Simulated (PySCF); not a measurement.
## Static response to an electric field

Species: Ti(OMe)2Cl2, C₂H₆Cl₂O₂Ti (singlet state).
Cartesian coordinates in Å at the PBE0-D3(BJ)/def2-SVP level; atoms count from 1:
```xyz
13
C2H6Cl2O2Ti angstrom
Ti    -1.0562    0.0046   -0.8055
O     -1.1349    0.0558    0.9243
C     -0.8913    0.0642    2.2894
H     -1.3403    0.9609    2.7477
H      0.1925    0.0678    2.4944
H     -1.3358   -0.8291    2.7584
O      0.5987   -0.0645   -1.2996
C      1.9764   -0.0844   -1.4447
H      2.2906   -1.0268   -1.9226
H      2.4740   -0.0020   -0.4639
H      2.3005    0.7577   -2.0781
Cl    -1.9548    1.8456   -1.6281
Cl    -2.0888   -1.8018   -1.5496
```

Level: wB97X-D/def2-SVPD (PySCF), static field, nuclei fixed, core orbitals frozen in the response. The polarisability tensor in these axes (au):

```
x   104.42   0.10   1.49
y     0.10  99.26   0.00
z     1.49   0.00 104.37
```

Task: Give the principal values, the mean and the anisotropy Δα = √{½[(α1 − α2)² + (α2 − α3)² + (α1 − α3)²]}.

Result: Principal values 99.26, 102.91 and 105.89 au; mean 102.68 au = 15.22 Å³ = 16.93 × 10⁻⁴⁰ C²·m²/J; Δα = 5.75 au (6 % of the mean).

Task: What is the dipole moment, and where does it point?

Result: (3.97, -0.05, 3.07) D, 5.02 D in size, pointing from the negative to the positive side. Measured along this direction, the outermost atoms are Cl13 and Cl12 at the negative end and H5 and H10 at the positive end.

Task: Molar refractivity from α?

Result: Lorentz–Lorenz: R = (4π/3)N_A α = 2.5225 cm³/(mol·Å³) × 15.22 Å³ = 38.4 cm³/mol, in the limit of long wavelengths.

Task: Traceless (Buckingham) quadrupole moment about the centre of nuclear charge: eigenvalues?

Result: -12.46, 1.96, 10.51 D·Å. The values depend on the origin, since the dipole doesn't vanish. The electronic extent ⟨r²⟩ about the same centre is 1596 bohr², a root-mean-square distance of 2.23 Å for the 90 electrons.

Task: Orientational against electronic polarisability at 500 K (dilute gas, rigid molecules)?

Result: In Gaussian units μ²/3kT = 121.60 Å³ against 15.22 Å³, a ratio of 7.99; the Debye molar polarisation (4π/3)N_A(α + μ²/3kT) is 345.1 cm³/mol, leaving out the vibrational part.

Task: Rayleigh depolarisation ratio (linearly polarised light, static tensor)?

Result: ρ = 3Δα²/(45ᾱ² + 4Δα²) = 99.2/(474480 + 132.3) = 0.000209.

Task: Along which axes do the principal values lie, and how far do the nuclei extend along each?

Result: Largest value along (0.71, 0.01, 0.70), where the nuclei span 4.48 Å; middle along (-0.70, -0.02, 0.71), 6.03 Å; least along (-0.02, 1.00, 0.01), 3.64 Å. The strongest response doesn't lie along the longest of the three spans.

Geometry: PBE0-D3(BJ)/def2-SVP; no solvent, vibrations or thermal averaging.

These values come from a run that also computed excited states. Time: 3.7 min wall, 2.7 min CPU (with the writing of density and orbital grids); peak memory 1.1 GiB. Hardware: one thread, Intel Xeon at 2.50 GHz (x86_64), shared host with 64 logical CPUs at a one-minute load of 58.
